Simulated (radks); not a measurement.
Results of a calculation; reference values are marked as such.
All-electron atom: Rh2+ in [Kr] 4d6 5s1 (not the ground configuration). Code: a radial shooting solver on a logarithmic mesh with Libxc functionals. Model: Dirac Kohn-Sham, PBEsol, spin-unpolarised, spherical densities, finite nucleus; open shells are shared between the two j in proportion to 2j + 1; Fermi nuclear charge, rms radius 4.4945 fm.

Unscreened Slater integrals over Kohn-Sham orbitals (eV). Large and small components are both included.

| integral | value |
|---|---|
| F0(5s1/2,5s1/2) | 9.5009 |
| F0(5s1/2,4d5/2) | 11.400 |
| G2(5s1/2,4d5/2) | 2.0520 |
| F0(5s1/2,4d3/2) | 11.420 |
| G2(5s1/2,4d3/2) | 2.0020 |
| F0(5s1/2,4p3/2) | 11.843 |
| G1(5s1/2,4p3/2) | 0.87058 |
| F0(4d5/2,4d5/2) | 17.596 |
| F2(4d5/2,4d5/2) | 8.7975 |
| F4(4d5/2,4d5/2) | 5.7543 |
| F0(4d5/2,4d3/2) | 17.685 |
| F2(4d5/2,4d3/2) | 8.8417 |
| G2(4d5/2,4d3/2) | 8.8377 |
| G4(4d5/2,4d3/2) | 5.7814 |
| F0(4d5/2,4p3/2) | 19.706 |
| F2(4d5/2,4p3/2) | 9.7184 |
| G1(4d5/2,4p3/2) | 12.209 |
| G3(4d5/2,4p3/2) | 7.4624 |
| F0(4d3/2,4d3/2) | 17.776 |
| F2(4d3/2,4d3/2) | 8.8878 |
| F0(4d3/2,4p3/2) | 19.832 |
| F2(4d3/2,4p3/2) | 9.8115 |
| G1(4d3/2,4p3/2) | 12.355 |
| G3(4d3/2,4p3/2) | 7.5545 |
| F0(4p3/2,4p3/2) | 22.763 |
| F2(4p3/2,4p3/2) | 11.946 |
